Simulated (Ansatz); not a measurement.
One geometry of C2H4BrN, SMILES `C/N=C\Br`, several functionals.

```yaml
crystal:
  periodic: [false, false, false]
  atoms:
    - {symbol: C, position_ang: [0.270527, 0.978399, -0.366979]}
    - {symbol: N, position_ang: [-0.007236, 0.166701, 0.780612]}
    - {symbol: C, position_ang: [-0.307642, -1.031240, 0.744761]}
    - {symbol: Br, position_ang: [-0.488433, -2.141634, -0.841599]}
    - {symbol: H, position_ang: [-0.423500, 1.822002, -0.371403]}
    - {symbol: H, position_ang: [0.192497, 0.434374, -1.313234]}
    - {symbol: H, position_ang: [1.276387, 1.391946, -0.264302]}
    - {symbol: H, position_ang: [-0.512599, -1.620537, 1.632154]}
basis:
  gaussian: {orbitals: def2-TZVPP}
hamiltonian: {xc: {name: wB97M-V}}
output: {forces: true, orbitals: {seedname: orbitals}}
```

```sh
$ ansatz run in.yaml --threads 2 --pin off --events-out ev --progress --plain --max-ram 32768MiB --backend cpu
```

It prints (some lines left out):

```
Functional definition: wB97M-V
1159 factors; their error is unknown
243 factors; integrals over basis functions are off by at most 3.0e-5 eV
mean field evaluation 1: about -73666.7187 eV, gradient 4.3e1 eV
mean field evaluation 2: about -73665.2682 eV, gradient 5.1e1 eV
mean field evaluation 4: about -73670.5730 eV, gradient 2.2e0 eV
mean field evaluation 8: about -73670.5963 eV, gradient 9.1e-2 eV
mean field evaluation 16: about -73670.8406 eV, gradient 1.4e-4 eV
mean field -73670.84055515 eV, -2707.3534545127 hartree, gradient 7.1e-5 eV, S^2 0.000000; 0 other end points of the search recorded, 0 dependent functions left out
reference -73670.84059627 eV, -2707.3534560238 hartree; 29, 29 occupied and 168, 168 virtual orbitals, 1159 factors
Total energy: -73670.84059627 eV, -2707.3534560238 hartree
Atom 0 at     0.270527     0.978399    -0.366979 Å, force     0.070683     0.201326    -0.341992 eV/Å
Atom 1 at    -0.007236     0.166701     0.780612 Å, force    -0.050972    -0.134826     0.295998 eV/Å
Atom 2 at    -0.307642    -1.031240     0.744761 Å, force    -0.027026    -0.081467     0.082440 eV/Å
Atom 3 at    -0.488433    -2.141634    -0.841599 Å, force     0.006798     0.019440    -0.023219 eV/Å
Atom 4 at    -0.423500     1.822002    -0.371403 Å, force     0.061730    -0.088823    -0.004310 eV/Å
Atom 5 at     0.192497     0.434374    -1.313234 Å, force     0.013084     0.070144     0.076072 eV/Å
Atom 6 at     1.276387     1.391946    -0.264302 Å, force    -0.094871    -0.049254    -0.013629 eV/Å
Atom 7 at    -0.512599    -1.620537     1.632154 Å, force     0.020575     0.063461    -0.071360 eV/Å
Dipole moment:     0.037933     0.149537    -0.000967 e Å
```

Run time 11 s (2 threads of an AMD EPYC 7R13 on a shared host); peak host memory 0.61 GiB.

Changing it to `hamiltonian: {xc: {name: wB97X-V}}` and no forces (abridged; 7.5 s):

```
Functional definition: wB97X-V
mean field evaluation 16: about -73668.7997 eV, gradient 6.0e-5 eV
mean field -73668.79965740 eV, -2707.2784529036 hartree, gradient 2.1e-5 eV, S^2 0.000000
Total energy: -73668.79965570 eV, -2707.2784528409 hartree
```
